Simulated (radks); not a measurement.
Q: All-electron atom: Tc4+ in [Kr] 4d3. Calculated with a radial shooting solver on a logarithmic mesh with Libxc functionals: scalar-relativistic Kohn-Sham, BLYP, spin-polarised, spherical densities, point nucleus; open shells are filled with parallel spins first (spin-orbit coupling, left out, can overturn this in heavy ions). Some entries of the table are withheld. Estimate them.

orbital,occ.,eigenvalue (eV),<1/r> (bohr^-1)
1s down,1,-20920.02,44.71
1s up,1,-20920.01,44.71
2s up,1,-3025.754,10.08
2s down,1,-3025.264,10.09
2p up,3,-2713.267,9.794
2p down,3,-2712.898,9.795
3s up,1,-565.6984,3.480
3s down,1,-565.4362,3.480
3p up,3,-463.1899,3.313
3p down,3,-462.8937,3.312
3d up,5,-297.3199,(1)
3d down,5,-296.8641,(2)
4s up,1,-119.9733,1.308
4s down,1,-117.5665,1.315
4p up,3,-91.3867,1.177
4p down,3,-88.8423,1.182
4d up,3,(3),0.9114
4d down,0,(4),0.9044

A: 
(1) 3d up <1/r> (bohr^-1): 3.084
(2) 3d down <1/r> (bohr^-1): 3.084
(3) 4d up eigenvalue (eV): -50.0290
(4) 4d down eigenvalue (eV): -47.5309
